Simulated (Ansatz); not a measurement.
Ansatz (a first-principles code) input (CCSD(T)/aug-cc-pVDZ):

Ansatz 0.2 input:
```yaml
crystal:
  periodic: [false, false, false]
  atoms:
    - {symbol: C, position_ang: [3.71639319, -0.18083908, 0.22940630]}
    - {symbol: C, position_ang: [2.35372750, -0.76725058, 0.19243264]}
    - {symbol: C, position_ang: [1.24729237, 0.25365020, -0.08098737]}
    - {symbol: C, position_ang: [-0.14945728, -0.35899558, -0.08199050]}
    - {symbol: C, position_ang: [-1.25480399, 0.66871786, -0.35037616]}
    - {symbol: C, position_ang: [-2.61931056, 0.05519518, -0.39513685]}
    - {symbol: C, position_ang: [-3.61989091, 0.35042736, 0.42459188]}
    - {symbol: H, position_ang: [3.86414228, 0.85588384, 0.50233549]}
    - {symbol: H, position_ang: [4.59419834, -0.80004221, 0.10624809]}
    - {symbol: H, position_ang: [2.31129759, -1.56746334, -0.55620643]}
    - {symbol: H, position_ang: [2.13448154, -1.26923957, 1.15024740]}
    - {symbol: H, position_ang: [1.43587863, 0.73805738, -1.04427544]}
    - {symbol: H, position_ang: [1.29736621, 1.04507002, 0.67461778]}
    - {symbol: H, position_ang: [-0.34050276, -0.84452452, 0.88011509]}
    - {symbol: H, position_ang: [-0.20022836, -1.14957291, -0.83850828]}
    - {symbol: H, position_ang: [-1.22680251, 1.44878055, 0.41576707]}
    - {symbol: H, position_ang: [-1.04747521, 1.16076031, -1.30818474]}
    - {symbol: H, position_ang: [-2.77215114, -0.70246518, -1.16067686]}
    - {symbol: H, position_ang: [-3.51094290, 1.09700288, 1.20369912]}
    - {symbol: H, position_ang: [-4.58296345, -0.13767928, 0.34718182]}
basis:
  gaussian:
    orbitals: aug-cc-pVDZ
magnetization: {spin_polarized: true, initial_magnetization: 1}
correlation: {method: ccsd_t, electrons: outside_noble_gas}
output: {forces: true}
```

End of the output:

```
cycle  12  -29.47947141 eV  change   -4.1e-6 eV  update   3.1e-6
cycle  13  -29.47947371 eV  change   -2.3e-6 eV  update   1.3e-6
cycle  14  -29.47947513 eV  change   -1.4e-6 eV  update   5.9e-7
cycle  15  -29.47947552 eV  change   -3.9e-7 eV  update   2.7e-7
cycle  16  -29.47947555 eV  change   -2.7e-8 eV  update   1.4e-7
perturbative correction -1.04464769 eV, -0.0383900944 hartree
the calculation of the forces begins
1.57 GiB of device memory are held for the factors and their scratch space
Total energy: -7448.65479835 eV, -273.7330149599 hartree
Atom 0 at     3.716393    -0.180839     0.229406 Å, force     0.138913     0.109401    -0.084112 eV/Å
Atom 1 at     2.353728    -0.767251     0.192433 Å, force    -0.307366    -0.127508     0.032288 eV/Å
Atom 2 at     1.247292     0.253650    -0.080987 Å, force     0.024985    -0.049514     0.010498 eV/Å
Atom 3 at    -0.149457    -0.358996    -0.081990 Å, force    -0.025820     0.062474     0.000013 eV/Å
Atom 4 at    -1.254804     0.668718    -0.350376 Å, force     0.201360     0.027229    -0.021586 eV/Å
Atom 5 at    -2.619311     0.055195    -0.395137 Å, force     0.882855    -0.352973    -0.766642 eV/Å
Atom 6 at    -3.619891     0.350427     0.424592 Å, force    -0.921356     0.289574     0.779194 eV/Å
Atom 7 at     3.864142     0.855884     0.502335 Å, force     0.077099     0.503672     0.140426 eV/Å
Atom 8 at     4.594198    -0.800042     0.106248 Å, force     0.428766    -0.295204    -0.054834 eV/Å
Atom 9 at     2.311298    -1.567463    -0.556206 Å, force    -0.019957    -0.311852    -0.330874 eV/Å
Atom 10 at     2.134482    -1.269240     1.150247 Å, force    -0.090314    -0.170749     0.373573 eV/Å
Atom 11 at     1.435879     0.738057    -1.044275 Å, force     0.077000     0.207480    -0.442721 eV/Å
Atom 12 at     1.297366     1.045070     0.674618 Å, force     0.016240     0.343402     0.346668 eV/Å
Atom 13 at    -0.340503    -0.844525     0.880115 Å, force    -0.084749    -0.208707     0.445106 eV/Å
Atom 14 at    -0.200228    -1.149573    -0.838508 Å, force    -0.022127    -0.344453    -0.351429 eV/Å
Atom 15 at    -1.226803     1.448781     0.415767 Å, force     0.013149     0.344120     0.362955 eV/Å
Atom 16 at    -1.047475     1.160760    -1.308185 Å, force     0.088622     0.204000    -0.403706 eV/Å
Atom 17 at    -2.772151    -0.702465    -1.160677 Å, force    -0.082696    -0.350560    -0.360082 eV/Å
Atom 18 at    -3.510943     1.097003     1.203699 Å, force     0.056135     0.353691     0.366056 eV/Å
Atom 19 at    -4.582963    -0.137679     0.347182 Å, force    -0.450740    -0.233522    -0.040792 eV/Å
Dipole moment:     0.019989    -0.031212    -0.003001 e Å
```

It need not be the lowest isomer of its formula.
